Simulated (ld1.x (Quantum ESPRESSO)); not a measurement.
## As, RRKJ: configuration errors across variants

```
Element                 : As (Z = 33)
Generator               : ld1.x (Quantum ESPRESSO) 7.5
Type                    : norm-conserving RRKJ (Kleinman–Bylander form)
Functional              : BP86
Relativity              : scalar-relativistic
Frozen core             : [Ar]
Valence charge          : 15
Reference configuration : 3d10 4s2 4p1 (charge +2)
Partial waves           : 4p (bound): rc 1.70 bohr; 3d (bound): rc 0.95 bohr; 4s (bound): rc 1.55 bohr
Local potential         : the s channel
Core correction         : Bessel-smoothed model core inside 0.85 bohr
rho0                    : 0.001
```

All-electron excitation energies from the reference (eV): (1) 3d10 4s2 4p3 -27.357; (2) 3d10 4s2 4p2 -18.076; (3) 3d10 4s2 4p0 27.881; (4) 3d9 4s2 4p3 23.602; (5) 3d9 4s2 4p4 12.755; (6) 3d10 4s2 4p2.5 -23.738; (7) 3d10 4s2 4p3.3 -28.627.

A true bound ghost makes a file unfit for plane-wave use even where its test errors are small: the radial tests pick states by their node count and pass the ghost by.

Errors AE − PS in meV (a dash: test not solved or not reliable):

| change | (1) | (2) | (3) | (4) | (5) | (6) | (7) | bound ghosts |
| --- | --- | --- | --- | --- | --- | --- | --- | --- |
| base | +5.0 | +3.3 | -1.8 | -1202 | -1279 | +4.3 | +5.1 | none |
| all radii but the core radius scaled by about 0.78 (s 1.20, p 1.32, d 0.74 bohr) | -17 | -2.5 | -0.6 | -1160 | -1193 | -8.7 | -22 | p |
| all radii but the core radius scaled by about 1.11 (s 1.72, p 1.90, d 1.06 bohr) | +6.0 | +4.1 | +1.8 | -1051 | -1136 | +5.5 | +5.9 | none |
| all radii but the core radius scaled by about 1.28 (s 1.98, p 2.18, d 1.22 bohr) | +1.9 | +4.0 | +7.2 | -586 | -670 | +3.9 | 0.0 | none |
| all radii but the core radius scaled by about 1.37 (s 2.12, p 2.34, d 1.30 bohr) | -37 | -5.4 | +10 | -353 | -418 | -18 | -49 | none |

(1) Give the same row for: all radii but the core radius scaled by about 0.93 (s 1.44, p 1.58, d 0.88 bohr).

## Answers

(1) +3.9, +2.8, -2.8, -1240, -1310, +3.6, +3.9; bound ghosts: none.
